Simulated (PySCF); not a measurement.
ZrCl₂, SMILES [Cl][Zr][Cl] (connectivity only; charge and spin as stated), neutral, multiplicity 3.

Geometry optimised at B3LYP-D3(BJ)/def2-TZVP. The spin state was assumed, not searched. The def2 effective core potentials stand for the cores of Zr; spin–orbit coupling is left out.

Calculation: TDA-ωB97X/def2-SVPD (PySCF 2.14.0).

Vertical excitations. 

```json
[
 {"state": "root 1", "energy (eV)": "0.20", "λ (nm)": "6049", "f": "0.000", "main pairs": "α HOMO−1→LUMO 95 %"},
 {"state": "root 2", "energy (eV)": "0.69", "λ (nm)": "1794", "f": "0.001", "main pairs": "α HOMO→LUMO 96 %"},
 {"state": "root 3", "energy (eV)": "1.09", "λ (nm)": "1134", "f": "0.000", "main pairs": "α HOMO→LUMO+1 91 %"},
 {"state": "root 4", "energy (eV)": "1.12", "λ (nm)": "1108", "f": "0.000", "main pairs": "α HOMO−1→LUMO+1 73 %, α HOMO→LUMO+2 25 %"},
 {"state": "root 5", "energy (eV)": "1.34", "λ (nm)": "924", "f": "0.002", "main pairs": "α HOMO→LUMO+2 72 %, α HOMO−1→LUMO+1 25 %"},
 {"state": "root 6", "energy (eV)": "1.36", "λ (nm)": "909", "f": "0.000", "main pairs": "α HOMO−1→LUMO+2 89 %"},
 {"state": "root 7", "energy (eV)": "3.46", "λ (nm)": "358", "f": "0.005", "main pairs": "α HOMO−1→LUMO+3 79 %, α HOMO−1→LUMO+7 13 %"},
 {"state": "root 8", "energy (eV)": "3.56", "λ (nm)": "348", "f": "0.099", "main pairs": "α HOMO→LUMO+3 75 %"},
 {"state": "root 9", "energy (eV)": "3.98", "λ (nm)": "312", "f": "0.257", "main pairs": "α HOMO→LUMO+4 88 %"},
 {"state": "root 10", "energy (eV)": "4.01", "λ (nm)": "309", "f": "0.125", "main pairs": "α HOMO−1→LUMO+4 77 %"}
]
```
Unrestricted roots are not spin-pure.
